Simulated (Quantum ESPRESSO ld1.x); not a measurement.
The chromium ion Cr15+, configuration [He] 2s2 2p5. Calculated with ld1.x of Quantum ESPRESSO 7.5: scalar-relativistic Kohn-Sham, BLYP, spin-unpolarised, spherical densities, point nucleus.

Radial electron density D(r) = 4 pi r^2 rho(r):

r (bohr)  D(r) (e/bohr)
0.002926         0.9498
0.003273          1.165
0.003632          1.405
0.004062          1.716
0.004544          2.090
0.005082          2.539
0.005684          3.075
0.006358          3.712
0.007111          4.463
0.007954          5.344
0.008897          6.368
0.009872          7.457
0.01104           8.790
0.01235           10.29
0.01381           11.96
0.01545           13.79
0.01728           15.75
0.01933           17.81
0.02162           19.91
0.02418           21.98
0.02683           23.79
0.03002           25.53
0.03357           26.93
0.03755           27.90
0.042             28.34
0.04698           28.20
0.05255           27.47
0.05877           26.23
0.06574           24.62
0.07294           22.98
0.08159           21.34
0.09126           20.08
0.1021            19.48
0.1142            19.66
0.1277            20.64
0.1428            22.22
0.1598            24.04
0.1787            25.63
0.1983            26.45
0.2218            26.25
0.2481            24.72
0.2775            21.91
0.3104            18.16
0.3471            13.97
0.3883            9.898
0.4343            6.401
0.4858            3.743
0.539             2.059
0.6029           0.9608
0.6743           0.3918
0.7542           0.1378
0.8436          0.04123
0.9436          0.01029
1.055          0.002066
1.181         0.0003228

D(r) has 2 maxima, at r = 0.0434, 0.206 bohr, and minima at 0.105 bohr, inside which lie 2.19 electrons.
